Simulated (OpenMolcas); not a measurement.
# Ni VI: effect of the basis set

* Program: OpenMolcas 26.06
* Method: CASSCF
* Active space: 5 electrons in 5 orbitals (3d)
* State averaging: 2S+1 = 6 even, 1 root; 2S+1 = 4 even, 24 roots; 2S+1 = 2 even, 75 roots
* Spin-orbit coupling: RASSI with atomic mean-field integrals over the reference wave functions, term energies averaged over their components

A. ANO-R1 [5s4p2d1f], X2C, finite nucleus; cost roughly 40 core-seconds
B. ANO-RCC-VTZP [6s5p3d2f1g], DKH2, point nucleus; cost about 27 core-seconds
C. ANO-L-VTZP [6s5p3d2f1g], non-relativistic, point nucleus; cost of the order of 50 core-seconds
D. ANO-R2 [6s5p4d2f1g], X2C, finite nucleus; cost of the order of 23 core-seconds
E. ANO-RCC-VQZP [7s6p4d3f2g1h], DKH2, point nucleus; cost about 24 core-seconds
F. ANO-R3 [7s5p5d3f2g1h], X2C, finite nucleus; cost of the order of 23 core-seconds

Energies in cm⁻¹ above 3d⁵ ⁶S_5/2, the measured ground level; measured values from Corliss and Sugar, J. Phys. Chem. Ref. Data 10, 197 (1981).

| Level | A | B | C | D | E | F | Measured |
| --- | --- | --- | --- | --- | --- | --- | --- |
| 3d⁵ ⁶S_5/2 | 0.0 | 0.0 | 0.0 | 0.0 | 0.0 | 0.0 | 0.0 |
| 3d⁵ ⁴G_5/2 | 47079 | 46851 | 46743 | 47339 | 47280 | 47143 |  |
| 3d⁵ ⁴G_7/2 | 47154 | 46920 | 46820 | 47406 | 47346 | 47211 |  |
| 3d⁵ ⁴G_11/2 | 47173 | 46938 | 46840 | 47423 | 47364 | 47229 | 41921 |
| 3d⁵ ⁴G_9/2 | 47198 | 46961 | 46865 | 47445 | 47386 | 47251 |  |
| 3d⁵ ⁴P_5/2 | 54001 | 53779 | 53590 | 54367 | 54300 | 54125 | 45884 |
| 3d⁵ ⁴P_3/2 | 54205 | 53969 | 53798 | 54552 | 54484 | 54313 | 46104 |
| 3d⁵ ⁴P_1/2 | 54451 | 54201 | 54049 | 54777 | 54708 | 54541 | 46325 |
| 3d⁵ ⁴D_7/2 | 58508 | 58213 | 58103 | 58786 | 58709 | 58554 | 50331 |
| 3d⁵ ⁴D_1/2 | 58748 | 58436 | 58348 | 59002 | 58924 | 58774 |  |
| 3d⁵ ⁴D_3/2 | 58937 | 58615 | 58541 | 59176 | 59097 | 58950 |  |
| 3d⁵ ⁴D_5/2 | 58977 | 58653 | 58581 | 59215 | 59136 | 58989 |  |
| 3d⁵ ²I_11/2 | 67122 | 66809 | 66632 | 67505 | 67419 | 67219 | 61196 |
| 3d⁵ ²I_13/2 | 67300 | 66974 | 66815 | 67666 | 67579 | 67383 | 61280 |
| 3d⁵ ²D_5/2(1) [62 %] | 74867 | 74583 | 74287 | 75386 | 75289 | 75043 | 64152 |
| 3d⁵ ²D_3/2(1) | 76095 | 75758 | 75532 | 76540 | 76439 | 76212 | 65174 |
| 3d⁵ ²F_7/2(1) | 77828 | 77472 | 77255 | 78266 | 78161 | 77932 | 67085 |
| 3d⁵ ⁴F_9/2 | 78773 | 78392 | 78217 | 79159 | 79051 | 78841 |  |
| 3d⁵ ⁴F_5/2 | 78847 | 78452 | 78294 | 79216 | 79108 | 78900 |  |
| 3d⁵ ⁴F_7/2 | 78965 | 78569 | 78415 | 79328 | 79219 | 79015 |  |
| 3d⁵ ⁴F_3/2 | 79455 | 79032 | 78913 | 79781 | 79671 | 79474 |  |
| 3d⁵ ²H_9/2 | 82303 | 81938 | 81695 | 82770 | 82658 | 82418 | 72909 |
| 3d⁵ ²H_11/2 | 82964 | 82562 | 82368 | 83380 | 83266 | 83037 | 73757 |
| 3d⁵ ²G_7/2(1) | 85211 | 84784 | 84615 | 85596 | 85476 | 85258 | 74628 |

Deviations, from unrounded energies. A percentage is the sum of absolute deviations over the sum of measured energies, with the sign that they share, or ± where signs differ.

```csv
Against measurement,Levels,A,B,C,D,E,F
mean absolute deviation (cm-1),13,8600,8200,8100,8900,8900,8700
other terms of the ground configuration (%),13,+14.4,+13.9,+13.6,+15.1,+14.9,+14.6
```

B, C lie about equally close to measurement and D furthest from it. The largest miss of C in the table is 3d⁵ ²D_3/2(1), by +10000 cm-1. The ranking rests on the paired levels alone, and a cruder setting can come out closer through cancelling errors.

Among A to F the level of the table that moves most is 3d⁵ ²D_5/2(1) [62 %], by 1100 cm-1 (lowest in C, highest in D).

Without dynamic correlation excited terms often stand tens of per cent too high (terms of higher spin than the ground term too low), and those without a measured partner can miss by more than the paired ones. The basis is small and was not contracted for so high a charge (holds for A). Computed and measured levels are paired by configuration, term and J; levels that our copy of the source lacks, or whose pairing is in doubt (as where it misses far off the trend of its configuration), stay unpaired and out of the deviations. Only configurations of the active space appear. Levels that lie high or do not pair safely by name in every column are left out.

A share in square brackets marks a mixed level and gives the weight of the term that names it, the lowest over the columns. A number in round brackets counts repeated terms of one configuration in the order of the reference energies.
